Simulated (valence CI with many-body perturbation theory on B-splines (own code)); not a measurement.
**Pm³⁰⁺: key properties**

Level of theory: valence CI with perturbative core correlation (CI+MBPT): three valence electrons over a frozen Dirac-Fock core [Ar] 3d10, radial functions for each j: 11 s, 11 p, 9 d, 7 f, 5 g, 2 h, 1 i, with the one-electron correlation potential Σ1 (screened to all orders), the two-electron term Σ2, the three-electron term Σ3, Breit, model QED; selected single and double excitations, second order for the rest (own B-spline code, finite nucleus).

No measured spectrum was set against this ion. As an estimate, large intervals hold to a few tenths of a per cent, small ones and those within an open d or f shell to about a per cent.

Levels are named by their leading jj configuration (3d3/2^4 stands for four electrons in 3d with j = 3/2), which in mixed levels can hold well under half, so a name can repeat and another be missing.

Rates and lifetimes use the calculated energies. Strong lines usually hold to 10 to 20 %, long lifetimes can be off by a factor of two.

Problem. What is the ground level?

Solution. (4s^2 4p1/2) J=1/2, composition 99 % 4s²4p ²P°, g = 0.662.

Problem. Name the longest-lived excited levels whose lifetime is computed, and their main decay.

Solution. (4s 4p3/2 4d5/2) J=9/2 at 240.67 eV lives 6.81 μs, mostly by M1 to (4s 4p1/2 4d5/2) J=7/2; (4s^2 4p3/2) J=3/2 at 34.45 eV lives 5.12 μs, mostly by M1 to (4s^2 4p1/2) J=1/2.

Problem. What are the static dipole polarisabilities of the lowest levels?

Solution. (4s^2 4p1/2) J=1/2 0.0940 bohr³, of which the core gives 0.00585.

Problem. Among levels below 349.48 eV, which E1 lines absorb most strongly from the ground level?

Solution. to (4s^2 4d3/2) J=3/2 at 8.127 nm, f = 0.505; to (4s 4p1/2 4p3/2) J=1/2 at 11.37 nm, f = 0.394; to (4s 4p3/2^2) J=3/2 at 8.672 nm, f = 0.348.

Problem. How well does LS coupling describe the low levels?

Solution. Among the lowest 20 levels the leading LS term, summed over configurations, holds 71 % on average. For single configurations the figures are 67 % in LS and 82 % in jj coupling. Terms mix most in the J = 3/2 level at 202.63 eV, where the leading one holds 36 %.

Problem. Where does the other parity begin?

Solution. At (4s 4p1/2^2) J=1/2, 65.21 eV.

Problem. What is the ionisation energy?

Solution. 1159.6 eV; NIST lists 1158 ± 4 eV (theoretical).
